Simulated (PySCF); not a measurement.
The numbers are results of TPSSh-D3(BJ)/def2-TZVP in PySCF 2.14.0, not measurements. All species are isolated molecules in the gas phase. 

Reference species (SMILES): `[SeH]` (neutral, multiplicity 2).

```json
{
  "dipole_moment": "0.57 D"
}
```

Changed species: `[GeH3]` (radical fragment; the reference has radical fragment).

Problem. Give the shifts of the dipole moment.

Solution. the dipole moment falls by 0.50 D, to 0.07 D.
